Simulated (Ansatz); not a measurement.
C$_{3}$H$_{6}$BCl$_{2}$N (`CC#[N+][B-](C)(Cl)Cl`) at its PBE0-D4/def2-TZVP geometry, where that method's forces vanish. The species carries charge 0 and has multiplicity 1.

```json
{"atom": "C1", "x (Å)": "-0.279", "y (Å)": "-0.192", "z (Å)": "2.739"}
{"atom": "C2", "x (Å)": "-0.314", "y (Å)": "-0.054", "z (Å)": "1.306"}
{"atom": "N3", "x (Å)": "-0.358", "y (Å)": "0.059", "z (Å)": "0.173"}
{"atom": "B4", "x (Å)": "-0.450", "y (Å)": "0.222", "z (Å)": "-1.401"}
{"atom": "C5", "x (Å)": "0.988", "y (Å)": "-0.022", "z (Å)": "-2.025"}
{"atom": "Cl6", "x (Å)": "-1.701", "y (Å)": "-1.046", "z (Å)": "-1.893"}
{"atom": "Cl7", "x (Å)": "-1.074", "y (Å)": "1.948", "z (Å)": "-1.619"}
{"atom": "H8", "x (Å)": "-0.988", "y (Å)": "-0.963", "z (Å)": "3.046"}
{"atom": "H9", "x (Å)": "-0.553", "y (Å)": "0.758", "z (Å)": "3.201"}
{"atom": "H10", "x (Å)": "0.726", "y (Å)": "-0.474", "z (Å)": "3.058"}
{"atom": "H11", "x (Å)": "1.721", "y (Å)": "0.703", "z (Å)": "-1.659"}
{"atom": "H12", "x (Å)": "1.358", "y (Å)": "-1.031", "z (Å)": "-1.818"}
{"atom": "H13", "x (Å)": "0.924", "y (Å)": "0.090", "z (Å)": "-3.109"}
```

**Question.** For each bond, give half the difference of the two atoms' forces along it (eV/Å; positive pushes the atoms apart) under PBE-D4, r2SCAN-D4, B3LYP-D4, ωB97M-V in def2-TZVPP. (Estimate.)

**Answer.** The calculation gave: 
```json
{"bond": "C1–C2", "length (Å)": "1.440", "PBE-D4": "-0.88", "r2SCAN-D4": "-0.38", "B3LYP-D4": "0.14", "ωB97M-V": "0.54"}
{"bond": "C1–H8", "length (Å)": "1.091", "PBE-D4": "0.14", "r2SCAN-D4": "0.00", "B3LYP-D4": "-0.05", "ωB97M-V": "-0.13"}
{"bond": "C1–H9", "length (Å)": "1.091", "PBE-D4": "0.14", "r2SCAN-D4": "0.00", "B3LYP-D4": "-0.05", "ωB97M-V": "-0.13"}
{"bond": "C1–H10", "length (Å)": "1.091", "PBE-D4": "0.14", "r2SCAN-D4": "0.00", "B3LYP-D4": "-0.05", "ωB97M-V": "-0.14"}
{"bond": "C2–N3", "length (Å)": "1.139", "PBE-D4": "1.68", "r2SCAN-D4": "0.68", "B3LYP-D4": "-0.09", "ωB97M-V": "-0.63"}
{"bond": "N3–B4", "length (Å)": "1.585", "PBE-D4": "-0.96", "r2SCAN-D4": "-0.33", "B3LYP-D4": "0.02", "ωB97M-V": "0.48"}
{"bond": "B4–C5", "length (Å)": "1.587", "PBE-D4": "0.01", "r2SCAN-D4": "-0.02", "B3LYP-D4": "-0.01", "ωB97M-V": "-0.05"}
{"bond": "B4–Cl6", "length (Å)": "1.848", "PBE-D4": "0.14", "r2SCAN-D4": "0.11", "B3LYP-D4": "0.17", "ωB97M-V": "0.04"}
{"bond": "B4–Cl7", "length (Å)": "1.848", "PBE-D4": "0.14", "r2SCAN-D4": "0.11", "B3LYP-D4": "0.17", "ωB97M-V": "0.04"}
{"bond": "C5–H11", "length (Å)": "1.094", "PBE-D4": "0.10", "r2SCAN-D4": "-0.02", "B3LYP-D4": "-0.04", "ωB97M-V": "-0.04"}
{"bond": "C5–H12", "length (Å)": "1.094", "PBE-D4": "0.10", "r2SCAN-D4": "-0.02", "B3LYP-D4": "-0.04", "ωB97M-V": "-0.04"}
{"bond": "C5–H13", "length (Å)": "1.092", "PBE-D4": "0.12", "r2SCAN-D4": "-0.01", "B3LYP-D4": "-0.05", "ωB97M-V": "-0.05"}
```

B3LYP here is the variant with VWN-RPA as its local correlation; programs differ in this.

Results of the Gaussian-basis code of Ansatz.
